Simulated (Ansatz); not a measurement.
Stepwise reaction of `[SiH3]S` with hydrogen sulfide, as a gas-phase model of exchange steps in deposition or etching. ΔE in kJ/mol.

Program: Ansatz. Geometries: PBE0-D4/def2-TZVP. ΔE: electronic, gas phase. CCSD(T)/CBS adds triple-zeta CCSD(T) − MP2 to the extrapolated MP2 energy (def2 sets, frozen cores). This one scheme is used for every species. DFT in def2-TZVPP. B3LYP here is the variant with VWN-RPA as its local correlation; programs differ in this. One conformer a species, not always the lowest.

```
step                                  reaction  PBE-D4  B3LYP-D4  ωB97M-V  CCSD(T)/CBS
   1         `[SiH3]S` + H₂S → `S[SiH2]S` + H₂   -45.9     -38.9    -39.1        -41.1
   2      `S[SiH2]S` + H₂S → `S[SiH](S)S` + H₂   -53.2     -46.1    -45.3        -46.9
   3  `S[SiH](S)S` + H₂S → `S[Si](S)(S)S` + H₂   -53.1     -46.5    -44.7        -46.1
```

By hand: ΔE of the 3 steps together at CCSD(T)/CBS.

(-41.1) + (-46.9) + (-46.1) = -134.1 kJ/mol, or -44.7 kJ/mol a step.

In ΔE step 2 is the lowest and step 1 the highest. All are downhill at CCSD(T)/CBS. PBE-D4 differs from CCSD(T)/CBS by -7.0 to -4.8 kJ/mol a step. Isolated molecules leave out the surface, adducts and barriers. Largest T1 diagnostic: 0.012.
